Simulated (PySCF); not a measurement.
## Nonlinear optical response: SMILES n1cc([Se]C)sc1, C₄H₅NSSe

Molfile (atoms numbered from 1):
```
C4H5NSSe
     RDKit          3D

 12 12  0  0  0  0  0  0  0  0999 V2000
   -2.4470   -0.6189   -0.3477 C   0  0  0  0  0  0  0  0  0  0  0  0
   -1.6738    1.1439   -0.1202 Se  0  0  0  0  0  2  0  0  0  0  0  0
    0.1251    0.6355    0.1326 C   0  0  0  0  0  0  0  0  0  0  0  0
    1.1936    1.4744    0.3563 C   0  0  0  0  0  0  0  0  0  0  0  0
    2.4034    0.8669    0.5083 N   0  0  0  0  0  0  0  0  0  0  0  0
    2.2992   -0.4196    0.4082 C   0  0  0  0  0  0  0  0  0  0  0  0
    0.6889   -0.9979    0.1156 S   0  0  0  0  0  0  0  0  0  0  0  0
   -2.2990   -1.2277    0.5543 H   0  0  0  0  0  0  0  0  0  0  0  0
   -2.0194   -1.1205   -1.2262 H   0  0  0  0  0  0  0  0  0  0  0  0
   -3.5220   -0.4621   -0.5072 H   0  0  0  0  0  0  0  0  0  0  0  0
    1.1204    2.5617    0.4156 H   0  0  0  0  0  0  0  0  0  0  0  0
    3.1316   -1.1213    0.4946 H   0  0  0  0  0  0  0  0  0  0  0  0
  1  2  1  0
  2  3  1  0
  3  4  2  0
  4  5  1  0
  5  6  2  0
  6  7  1  0
  7  3  1  0
  1  8  1  0
  1  9  1  0
  1 10  1  0
  4 11  1  0
  6 12  1  0
M  END
```

Level of theory: quadratic response CAM-B3LYP/aug-cc-pVDZ first hyperpolarisability, Taylor convention, gas phase (PySCF 2.14.0). Geometry: PBE0-D3(BJ)/def2-SVP.

The calculation is non-relativistic, which matters for the atoms heavier than Zn.

Q: Give β for the processes computed.

A: In au, Taylor convention; the vector part is βᵢ = ⅓ Σⱼ (βᵢⱼⱼ + βⱼᵢⱼ + βⱼⱼᵢ); β∥ is 3/5 of the vector part along the dipole, the dipole points from − to +:
```csv
process,λ (nm),β vector norm,β∥,β HRS,depolarisation ratio
"static β(0;0,0)",∞,219.6,75.3,121.8,2.71
"second harmonic β(−2ω;ω,ω)",1907,254.4,86.6,137.7,2.80
"Pockels β(−ω;ω,0)",1907,230.5,78.9,–,–
"second harmonic β(−2ω;ω,ω)",1064,360.3,120.4,185.8,3.03
"Pockels β(−ω;ω,0)",1064,257.1,87.5,–,–
```

Q: Which lowest excitations, dipole and polarisabilities go with it?

A: S1 4.35 eV (f = 0.000); S2 4.78 eV (f = 0.211); S3 5.26 eV (f = 0.014); dipole 2.86 D; isotropic α 100.2 au static, 100.6 au at 1907 nm, 101.6 au at 1064 nm, 101.9 au at 953.5 nm, 106.2 au at 532 nm.
